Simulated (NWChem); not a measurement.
Species: C₂H₄F₂OSi; SMILES FC(C([SiH3])=O)F

```xyz
10

O     -1.6256    -0.6185     0.8488
C     -0.5966    -0.2636     0.3328
Si     0.7802    -1.5577    -0.1408
C     -0.3478     1.2177     0.0394
F      0.7779     1.5895     0.6818
F     -0.1418     1.3543    -1.2861
H      0.1369    -2.5326    -1.0659
H      1.9636    -0.9234    -0.7840
H      1.1710    -2.2346     1.1279
H     -1.1926     1.8520     0.3584
```
Atoms are numbered in this order, from 1.

Level: PBE0/def2-SVP (NWChem), optimised geometry, unscaled harmonic frequencies. 

Question: List the harmonic frequencies with IR intensities, and the thermochemistry.

Answer: 
```json
[
 {"frequency (cm⁻¹)": "22", "IR intensity (km/mol)": "1.6"},
 {"frequency (cm⁻¹)": "81", "IR intensity (km/mol)": "2.7"},
 {"frequency (cm⁻¹)": "143", "IR intensity (km/mol)": "3.2"},
 {"frequency (cm⁻¹)": "193", "IR intensity (km/mol)": "3.9"},
 {"frequency (cm⁻¹)": "338", "IR intensity (km/mol)": "29.2"},
 {"frequency (cm⁻¹)": "434", "IR intensity (km/mol)": "10.9"},
 {"frequency (cm⁻¹)": "479", "IR intensity (km/mol)": "16.1"},
 {"frequency (cm⁻¹)": "544", "IR intensity (km/mol)": "26.5"},
 {"frequency (cm⁻¹)": "612", "IR intensity (km/mol)": "3.3"},
 {"frequency (cm⁻¹)": "702", "IR intensity (km/mol)": "20.7"},
 {"frequency (cm⁻¹)": "740", "IR intensity (km/mol)": "11.8"},
 {"frequency (cm⁻¹)": "892", "IR intensity (km/mol)": "181.6"},
 {"frequency (cm⁻¹)": "930", "IR intensity (km/mol)": "45.3"},
 {"frequency (cm⁻¹)": "939", "IR intensity (km/mol)": "35.1"},
 {"frequency (cm⁻¹)": "1151", "IR intensity (km/mol)": "25.7"},
 {"frequency (cm⁻¹)": "1154", "IR intensity (km/mol)": "188.5"},
 {"frequency (cm⁻¹)": "1188", "IR intensity (km/mol)": "48.2"},
 {"frequency (cm⁻¹)": "1350", "IR intensity (km/mol)": "55.9"},
 {"frequency (cm⁻¹)": "1379", "IR intensity (km/mol)": "27.5"},
 {"frequency (cm⁻¹)": "1849", "IR intensity (km/mol)": "115.3"},
 {"frequency (cm⁻¹)": "2252", "IR intensity (km/mol)": "29.6"},
 {"frequency (cm⁻¹)": "2265", "IR intensity (km/mol)": "76.0"},
 {"frequency (cm⁻¹)": "2272", "IR intensity (km/mol)": "79.6"},
 {"frequency (cm⁻¹)": "3115", "IR intensity (km/mol)": "28.5"}
]
```

```json
{
 "zero_point_energy": "35.8 kcal/mol",
 "thermal correction to the enthalpy at 298.15 K (with zero-point energy)": "41.0 kcal/mol",
 "heat capacity Cv": "24.1 cal/(mol K)",
 "entropy at 298.15 K and 1 atm (symmetry number 1)": "87.7 cal/(mol K)",
 "dipole_moment": "0.52 D"
}
```

Rigid rotor and harmonic oscillator; modes under 100 cm⁻¹ make the entropy uncertain.
